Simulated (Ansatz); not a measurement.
C₄H₅Si (SMILES [C]1=C[SiH2]C=C1), doublet (typed; the unrestricted solution is spin-contaminated), geometry from GFN2-xTB, atoms displaced at random by about 0.02 Å a coordinate; HF/def2-SV(P) run with Ansatz (a program for electronic structure).

The Ansatz input:
Ansatz 0.2 input:
```yaml
crystal:
  periodic: [false, false, false]
  atoms:
    - {symbol: C, position_ang: [-1.02544352, 1.10801997, -0.35934112]}
    - {symbol: C, position_ang: [0.25992481, 1.36536537, -0.27062613]}
    - {symbol: Si, position_ang: [1.15127751, -0.35941897, 0.20113912]}
    - {symbol: C, position_ang: [-0.55803182, -1.13446132, 0.13346685]}
    - {symbol: C, position_ang: [-1.52387925, -0.21051267, -0.15397646]}
    - {symbol: H, position_ang: [0.76491457, 2.26703679, -0.40221263]}
    - {symbol: H, position_ang: [1.68766185, -0.29770785, 1.54413118]}
    - {symbol: H, position_ang: [2.01308671, -0.80450142, -0.83371968]}
    - {symbol: H, position_ang: [-0.81181247, -2.20924012, 0.34417238]}
    - {symbol: H, position_ang: [-2.55952856, -0.44647080, -0.22691297]}
basis:
  gaussian:
    orbitals: def2-SV_P_.json
hamiltonian:
  xc: hf
magnetization: {spin_polarized: true, initial_magnetization: 1}
relax: {max_displacement: 0.5}
```
The basis file holds def2-SV(P) in the JSON format of the Basis Set Exchange.

Task: Write the output that Ansatz gives for this input, abridged.

Result: 
```
Functional definition: HF
1018 factors; integrals over basis functions are off by at most 3.3e-4 eV
mean field evaluation 1: about -12050.4562 eV, gradient 2.0e1 eV
mean field evaluation 2: about -12050.4581 eV, gradient 2.0e1 eV
mean field evaluation 4: about -12053.8227 eV, gradient 3.1e0 eV
mean field evaluation 8: about -12054.0365 eV, gradient 7.2e-1 eV
mean field evaluation 16: about -12045.7274 eV, gradient 2.4e1 eV
mean field evaluation 32: about -12053.9153 eV, gradient 1.2e0 eV
mean field -12054.36882708 eV, -442.9898836507 hartree, gradient 2.6e-5 eV, S^2 1.411311; 2 other end points of the search recorded, 0 dependent functions left out
the calculation of the forces begins
reference -12054.36882708 eV, -442.9898836507 hartree; 22, 21 occupied and 62, 63 virtual orbitals, 1018 factors
relax step   1: F+E_penalty+E_count = -12054.36882708 eV  Δ(F+E_penalty+E_count) = +0.000e0 eV  max|allowed force component| = 2.921e0 eV/Å  Δτ_max = 0.0000 Å  (144 SCF iters, accepted)
these checks for a lower state are left out or cut short: starts, cluster_reference, orbital_swaps, neighbouring_geometries, increment
1018 factors; integrals over basis functions are off by at most 3.6e-4 eV
mean field -12054.73727432 eV, -443.0034238370 hartree, gradient 1.7e-5 eV, S^2 1.441672; 0 other end points of the search recorded, 0 dependent functions left out
the calculation of the forces begins
reference -12054.73727432 eV, -443.0034238370 hartree; 22, 21 occupied and 62, 63 virtual orbitals, 1018 factors
relax step   2: F+E_penalty+E_count = -12054.73727432 eV  Δ(F+E_penalty+E_count) = -3.684e-1 eV  max|allowed force component| = 1.176e0 eV/Å  Δτ_max = 0.0897 Å  (39 SCF iters, accepted)
these checks for a lower state are left out or cut short: starts, cluster_reference, orbital_swaps, neighbouring_geometries, increment
1018 factors; integrals over basis functions are off by at most 3.7e-4 eV
mean field evaluation 64: about -12054.7796 eV, gradient 2.9e-5 eV
mean field -12054.77963002 eV, -443.0049803802 hartree, gradient 3.4e-5 eV, S^2 1.478149; 0 other end points of the search recorded, 0 dependent functions left out
the calculation of the forces begins
reference -12054.77963002 eV, -443.0049803802 hartree; 22, 21 occupied and 62, 63 virtual orbitals, 1018 factors
relax step   3: F+E_penalty+E_count = -12054.77963002 eV  Δ(F+E_penalty+E_count) = -4.236e-2 eV  max|allowed force component| = 3.447e-1 eV/Å  Δτ_max = 0.0369 Å  (32 SCF iters, accepted)
[...]
relax step   4: F+E_penalty+E_count = -12054.78468820 eV  Δ(F+E_penalty+E_count) = -5.058e-3 eV  max|allowed force component| = 6.285e-2 eV/Å  Δτ_max = 0.0174 Å  (31 SCF iters, accepted)
[...]
relax step   5: F+E_penalty+E_count = -12054.78551059 eV  Δ(F+E_penalty+E_count) = -8.224e-4 eV  max|allowed force component| = 1.933e-2 eV/Å  Δτ_max = 0.0127 Å  (32 SCF iters, accepted)
these checks for a lower state are left out or cut short: starts, cluster_reference, orbital_swaps, neighbouring_geometries, increment
1018 factors; integrals over basis functions are off by at most 3.7e-4 eV
mean field -12054.78558710 eV, -443.0051992989 hartree, gradient 2.3e-5 eV, S^2 1.494445; 0 other end points of the search recorded, 0 dependent functions left out
the calculation of the forces begins
reference -12054.78558710 eV, -443.0051992989 hartree; 22, 21 occupied and 62, 63 virtual orbitals, 1018 factors
relax step   6: F+E_penalty+E_count = -12054.78558710 eV  Δ(F+E_penalty+E_count) = -7.651e-5 eV  max|allowed force component| = 5.825e-3 eV/Å  Δτ_max = 0.0027 Å  (32 SCF iters, accepted)
1018 factors; integrals over basis functions are off by at most 3.7e-4 eV
mean field evaluation 96: about -12048.7256 eV, gradient 2.1e1 eV
mean field -12054.78558710 eV, -443.0051992989 hartree, gradient 2.3e-5 eV, S^2 1.494445; 3 other end points of the search recorded, 0 dependent functions left out
the calculation of the forces begins
reference -12054.78558710 eV, -443.0051992989 hartree; 22, 21 occupied and 62, 63 virtual orbitals, 1018 factors
Total energy: -12054.78558710 eV, -443.0051992989 hartree
Atom 0 at    -1.019697     1.096185    -0.371645 Å, force    -0.005825    -0.000348    -0.000632 eV/Å
Atom 1 at     0.316807     1.359808    -0.256001 Å, force     0.004446     0.002836    -0.000375 eV/Å
Atom 2 at     1.093285    -0.305764     0.194540 Å, force    -0.000892    -0.005003     0.001212 eV/Å
Atom 3 at    -0.581650    -1.174215     0.163255 Å, force     0.001605     0.003200    -0.000770 eV/Å
Atom 4 at    -1.539760    -0.234326    -0.157700 Å, force     0.000924    -0.001414     0.000662 eV/Å
Atom 5 at     0.749814     2.341065    -0.407481 Å, force     0.000404    -0.000983     0.000314 eV/Å
Atom 6 at     1.760253    -0.325521     1.521955 Å, force    -0.000152     0.000789    -0.000769 eV/Å
Atom 7 at     2.059042    -0.817480    -0.811820 Å, force    -0.000596     0.000988     0.000443 eV/Å
Atom 8 at    -0.842113    -2.209435     0.348273 Å, force     0.000672    -0.000491     0.000080 eV/Å
Atom 9 at    -2.597811    -0.452209    -0.247254 Å, force    -0.000586     0.000425    -0.000166 eV/Å
Dipole moment:    -0.000724    -0.097406     0.020428 e Å
```
